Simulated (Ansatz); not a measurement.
`[SiH3][O][In][SH]`, charge 0, multiplicity 2.

Task: Give a relaxed structure at PBE0-D4/def2-TZVP (Ansatz). (An estimate is asked.)

Result: Computed: 
Cartesian coordinates in Å:
```
Si -0.8079 -1.4208 -0.0754
O -0.0314 0.0091 -0.0173
In 1.6166 0.8333 0.7622
S 1.7848 3.1776 0.1499
H -0.7397 -2.0046 -1.4444
H -0.2129 -2.4119 0.8709
H -2.2406 -1.2428 0.2894
H 0.6312 3.0601 -0.5354
```
